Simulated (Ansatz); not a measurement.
System: SnOCl, net charge 0, doublet state. SMILES: [O]=[Sn][Cl]
Coordinates optimised at B3LYP-D3(BJ)/def2-TZVP (Ansatz, a quantum-chemistry and plane-wave program):
```
Sn
O 1 1.9919
Cl 1 2.3869 2 95.91
```
Charge 0, spin multiplicity 2.

Wanted: atomisation energy, in kcal/mol. Conventions: STO-3G and 3-21G all-electron and non-relativistic; open shells spin-unrestricted; dispersion terms only where a functional's name holds one; atomisation electronic, to ground-state atoms; def2 sets with scalar-relativistic core potentials past Kr; spin-orbit terms left out. Ab initio and DFT rows: single points at B3LYP-D3(BJ) geometries (Ansatz).

| species | coefficient | E at HF/3-21G (Ansatz), Eh | E at B3LYP/def2-TZVPD (Ansatz), Eh |
|---|---|---|---|
| [O]=[Sn][Cl] | -1 | -6528.48056 | -749.86754 |
| Cl atom | +1 | -457.27655 | -460.16775 |
| O atom | +1 | -74.39366 | -75.09698 |
| Sn atom | +1 | -5996.67300 | -214.32756 |

 1 Eh = 627.5095 kcal/mol.

Work the quantity out at each level.


- HF/3-21G: the sum of coefficient times E is 0.13735 Eh, or 86.19 kcal/mol. Result: 86.2 kcal/mol.
- B3LYP/def2-TZVPD: the sum of coefficient times E is 0.27525 Eh, or 172.72 kcal/mol. Result: 172.7 kcal/mol.
